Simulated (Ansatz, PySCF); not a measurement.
Species: SnI (charge +1, singlet). SMILES: [Sn+][I]
Geometry: optimised at B3LYP-D3(BJ)/def2-TZVP (Ansatz, a first-principles code).

Property: vertical triplet-singlet gap, E(triplet) - E(singlet), in eV. Conventions: LANL2DZ with its own core potentials from Na on; STO-3G and 3-21G all-electron and non-relativistic; no spin-orbit coupling; each state is the SCF solution reached for its charge and spin; def2 sets with scalar-relativistic core potentials past Kr; frozen cores in correlated levels (noble-gas shells and the d and f shells of earlier blocks); open shells spin-unrestricted. First-principles rows: single points at B3LYP-D3(BJ) geometries (Ansatz). The spin state of an ion or metal species was assumed, not searched. Levels can end on unlike triplets.

```tsv
level	program	vertical triplet-singlet gap, E(triplet) - E(singlet) (eV)
HF/LANL2DZ	Ansatz	2.13
PBE/LANL2DZ	Ansatz	3.07
B3LYP/STO-3G	Ansatz	2.75
B3LYP/3-21G	Ansatz	3.02
B3LYP/LANL2DZ	Ansatz	3.00
M06-2X/LANL2DZ	PySCF	3.17
MP2/LANL2DZ	Ansatz	2.73
PBE0/def2-TZVPD	Ansatz	3.04
```

No value to compare with is used here. The 7 habitual levels span 2.13 (HF/LANL2DZ) to 3.17 eV (M06-2X/LANL2DZ); PBE0/def2-TZVPD gives 3.04.

The levels are drawn from those run, B3LYP/6-31G* more often than the rest, none by its result; left out are runs that failed, that the program found above a lower state of the same kind, or whose <S^2> lies over 0.5 above the pure value.
